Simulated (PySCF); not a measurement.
Dipole response of Hg (mercury, neutral)

[Xe] 4f14 5d10 6s2, closed-shell 1S. Calculation: PySCF 2.14, in x2c-TZVPPall with one added diffuse shell each of s, p, d, f type (12s8p8d4f1g, 113 functions); scalar relativity by spin-free X2C-1e. Coupled (time-dependent) response in atomic units; α is the mean over directions.

| method | mean α (bohr³) | C₆ (like pair) | S(−4) |
| --- | --- | --- | --- |
| UHF | 44.64 | 439.8 | 801.9 |
| PBE | 34.92 | 339.2 | 421.6 |

S(−4) is the Cauchy moment in α(ω) = α(0) + S(−4) ω² + …

Reference α: 33.91 ± 0.34 bohr³ (recommended; Schwerdtfeger and Nagle, table of static dipole polarizabilities (2023 update)). Published C₆: 268.0 (Gould and Bucko (2016)).

Hartree-Fock lies above the reference because it lacks correlation, which contracts the outer shell.

α(iu) at PBE:

| u (hartree) | α(iu) (bohr³) |
| --- | --- |
| 0 | 34.92 |
| 0.0500 | 33.90 |
| 0.100 | 31.30 |
| 0.200 | 24.66 |
| 0.300 | 19.17 |
| 0.500 | 12.61 |
| 0.750 | 8.561 |
| 1.00 | 6.338 |
| 1.50 | 3.978 |
| 2.00 | 2.765 |
| 3.00 | 1.570 |
| 5.00 | 0.7061 |

A single London oscillator, α(iu) = α/(1 + u²/ω²), gives C₆ = (3/4) ω α². Matching the computed C₆ needs ω = 4 × 339.2 / (3 × 34.92²) = 0.371 hartree.

Spin-orbit coupling, which splits the p, d and f shells strongly at this Z, is absent.
